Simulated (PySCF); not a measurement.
Working out the ionisation energy of Mo⁺

Mo⁺ [Kr] 4d5 (6S) → Mo²⁺ [Kr] 4d4 (5D). Calculation: PySCF 2.14, in cc-pVDZ-PP with ECP28MDF (4s4p3d1f, 38 functions); a scalar-relativistic core potential. Frozen: 4s2 4p6. Energies in hartree (1 hartree = 27.21139 eV):

```tsv
part	Mo⁺ (lower)	Mo²⁺ (upper)
UHF	-67.114237	-66.557777
MP2 opposite-spin	0.000000	0.000000
MP2 same-spin	-0.043391	-0.023988
```

**Question.** What does Hartree-Fock give?

**Answer.** (-66.557777) − (-67.114237) = 0.556460 hartree = 15.142 eV.

**Question.** What do MP2 and SCS-MP2 (6/5 opposite-spin, 1/3 same-spin) give?

**Answer.** The opposite-spin parts differ by 0.000 eV and the same-spin parts by 0.528 eV. MP2: 15.142 + (0.000) + (0.528) = 15.670 eV. SCS-MP2: 15.142 + 1.2 × (0.000) + (0.528)/3 = 15.318 eV.

Reference: 16.16 ± 0.12 eV (semi-empirical (NIST evaluation); NIST Atomic Spectra Database, ionization energies), between the lowest levels; spin-orbit coupling is absent from the calculation.

A double-zeta basis recovers only part of the correlation energy.

What remains against the reference includes basis incompleteness, the frozen core and correlation beyond second order.
